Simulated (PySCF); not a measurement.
Isomers of C8H11FSi, one GFN2-xTB conformer each. Single-point energies are computed at PBE0/pcSseg-1 (PySCF, gas phase, no added dispersion term), electronic only.

Question: Rank them by PBE0/pcSseg-1 energy, lowest first (kJ/mol).
A. `[CH:1]#[C:2][CH2:3][C@:4]([F:5])([C:6]#[C:7][CH3:8])[SiH2:9][CH3:10]` with C2–C3–C4–F5 -179°, C3–C4–Si9–C10 -172°
B. `[CH:1]#[C:2][Si@@H:3]1[CH2:4][C@H:5]([CH:6]2[CH2:7][CH2:8]2)[C@@H:9]1[F:10]` with C4–C5–C6–C7 155°, C2–Si3–C4–C5 -120°, Si3–C4–C5–C6 133°, C5–C6–C7–C8 -109°, C4–C5–C9–F10 105°

Answer: B (0.0), A (57.7).

As drawn, the lower has a three-membered ring and a four-membered ring, which the higher lacks. GFN2-xTB itself gives, in the same order: 0.0, 29.7. Both levels put the same isomer lowest.

Q: Which frontier levels, dipoles and rotational constants go with these structures?

A: 
| SMILES | HOMO (eV, PBE0/pcSseg-1) | LUMO (eV) | dipole (D) | A, B, C (MHz) |
| --- | --- | --- | --- | --- |
| C#C[Si@@H]1C[C@H](C2CC2)[C@@H]1F | -7.52 | -0.50 | 1.34 | 2389, 638.6, 598.6 |
| C#CC[C@](F)(C#CC)[SiH2]C | -7.21 | 0.36 | 1.99 | 1025, 951.7, 673.8 |

Q: As an exercise, what shares would exp(−E/RT) give at 2000 K from these electronic energies alone (no entropy, no degeneracies)?

A: RT = 16.629 kJ/mol: C#C[Si@@H]1C[C@H](C2CC2)[C@@H]1F 97.0 %, C#CC[C@](F)(C#CC)[SiH2]C 3.0 %.
